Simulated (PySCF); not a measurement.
## NdSF at several levels of theory

Computed with PySCF 2.14.0 (density fitting, no spin-orbit coupling) at the geometry relaxed with PBE0:

```xyz
3
NdSF (singlet in the valence; each metal's 4f electrons, 3 of them, lie in its core potential, out of spins and levels)
Nd   -0.1955    0.0000   -0.4707
S     1.7757    0.0000    0.8405
F    -1.8511    0.0000    0.7476
```

```csv
level,basis,state,HOMO (eV),gap (eV),charge on Nd1 (e),population of f-type functions on Nd1 (polarisation alone where 4f lies in the core),dipole about the centre of mass (D),largest force component (eV/Å)
PBE0,"Nd lcecp-1-SVP with ECP49, S def2-SVP, F def2-SVP",singlet,-5.86,3.48,0.79,0.07,8.23,0.01
HF,the same,singlet,-8.06,7.41,1.10,0.07,9.90,0.57
TPSS,the same,singlet,-4.84,2.05,0.75,0.06,7.88,0.52
```

In the lcecp rows the 4f levels are missing from HOMO and gap, and the state counts the valence alone.

Charges are Mulliken's, which hang on the basis. The relaxation used the grid (50, 194), these runs (75, 302) or, all-electron (x2c bases, spin-free X2C Hamiltonian), (99, 590).

Question: What does PBE0 with Nd lcecp-1-TZVP with ECP49, S def2-TZVP, F def2-TZVP give here?

Answer: state singlet, HOMO (eV) -5.91, gap (eV) 3.51, charge on Nd1 (e) 1.21, population of f-type functions on Nd1 (polarisation alone where 4f lies in the core) 0.08, dipole about the centre of mass (D) 8.57, largest force component (eV/Å) 0.08. Time: 4.7 s on 2 threads of Arm Neoverse V2, with other jobs on the host, from free ions and atoms.

In the first row's basis the gap widens with exact exchange: 2.1 eV for TPSS (none); 3.5 eV for PBE0 (a fixed share); 7.4 eV for Hartree–Fock (rising or full at long range).

An lcecp potential fixes the number of 4f electrons, so in runs with it no electron can move into or out of that shell.
